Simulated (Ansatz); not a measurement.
An input meant for BMe2F (C₂H₆BF) (charge 0, singlet).

```yaml
crystal:
  periodic: [false, false, false]
  atoms:
    - {symbol: B, position_ang: [-0.527547, -0.901318, -0.020647]}
    - {symbol: C, position_ang: [2.429097, -1.057757, -0.022372]}
    - {symbol: H, position_ang: [3.047179, -1.094589, 1.976045]}
    - {symbol: H, position_ang: [3.342091, 0.603862, -0.877933]}
    - {symbol: H, position_ang: [3.157021, -2.795865, -0.902981]}
    - {symbol: C, position_ang: [-2.102474, 1.605616, 0.035300]}
    - {symbol: H, position_ang: [-2.492681, 2.132735, -1.951460]}
    - {symbol: H, position_ang: [-1.083069, 3.211314, 0.876014]}
    - {symbol: H, position_ang: [-3.953248, 1.381951, 0.958706]}
    - {symbol: F, position_ang: [-1.816368, -3.085931, -0.070689]}
basis:
  gaussian: {orbitals: def2-mTZVPP}
hamiltonian: {xc: {name: r2SCAN}, dispersion: d3bjatm, pseudopotentials: {relativity: none}}
output: {forces: true}
```

```sh
$ ansatz run in.yaml --threads 4 --pin off --events-out ev --progress --plain --max-ram 3916MiB
```

Shortened log:

```
Functional definition: r2SCAN
  name "r2SCAN"
  cite "Furness, Kaplan, Ning, Perdew & Sun, J. Phys. Chem. Lett. 11, 8208 (2020) doi:10.1021/acs.jpclett.0c02405"
  cite "Furness, Kaplan, Ning, Perdew & Sun, J. Phys. Chem. Lett. 11, 9248 (2020) doi:10.1021/acs.jpclett.0c03077"
  parent r2scan
  parameter k0 = 0.174
  parameter k1 = 0.065
  parameter a1 = 4.9479
  exchange = r2scan_x(k0 = k0, k1 = k1, a1 = a1)
  correlation = r2scan_c
1042 factors; their error is unknown
mean field evaluation 1: about -5520.0650 eV, gradient 6.4e1 eV
mean field evaluation 2: about -5191.3312 eV, gradient 1.8e2 eV
mean field evaluation 4: about -5523.2662 eV, gradient 5.4e1 eV
mean field evaluation 8: about -5523.2700 eV, gradient 5.4e1 eV
mean field evaluation 16: about -5530.5092 eV, gradient 1.2e-5 eV
mean field evaluation 32: about -5521.5333 eV, gradient 5.9e1 eV
mean field evaluation 64: about -5529.1024 eV, gradient 3.3e0 eV
mean field -5530.50916507 eV, -203.2424631027 hartree, gradient 1.2e-5 eV, S^2 0.000000; 6 other end points of the search recorded, 0 dependent functions left out
the calculation of the forces begins
reference -5530.50917780 eV, -203.2424635703 hartree; 16, 16 occupied and 95, 95 virtual orbitals, 1042 factors
Total energy: -5530.56255173 eV, -203.2444250260 hartree
Atom 0 at    -0.527547    -0.901318    -0.020647 Å, force    -0.739882    -1.253079    -0.028297 eV/Å
Atom 1 at     2.429097    -1.057757    -0.022372 Å, force     2.242801    -0.153293     0.412042 eV/Å
Atom 2 at     3.047179    -1.094589     1.976045 Å, force    -0.920546     0.053616    -2.799560 eV/Å
Atom 3 at     3.342091     0.603862    -0.877933 Å, force    -1.352371    -2.357430     1.177563 eV/Å
Atom 4 at     3.157021    -2.795865    -0.902981 Å, force    -1.087569     2.484725     1.222848 eV/Å
Atom 5 at    -2.102474     1.605616     0.035300 Å, force    -1.264049     1.870351    -0.375268 eV/Å
Atom 6 at    -2.492681     2.132735    -1.951460 Å, force     0.578239    -0.782939     2.782586 eV/Å
Atom 7 at    -1.083069     3.211314     0.876014 Å, force    -1.417374    -2.328743    -1.159543 eV/Å
Atom 8 at    -3.953248     1.381951     0.958706 Å, force     2.669609     0.278625    -1.282478 eV/Å
Atom 9 at    -1.816368    -3.085931    -0.070689 Å, force     1.291142     2.188165     0.050106 eV/Å
Dipole moment:     0.613164     1.040990     0.023827 e Å
```

(1) Something in this input is off. What?

Answers

(1) The coordinates are in bohr but typed as ångström. The calculation finished and met its thresholds. The result belongs to that input, not to the species as meant.
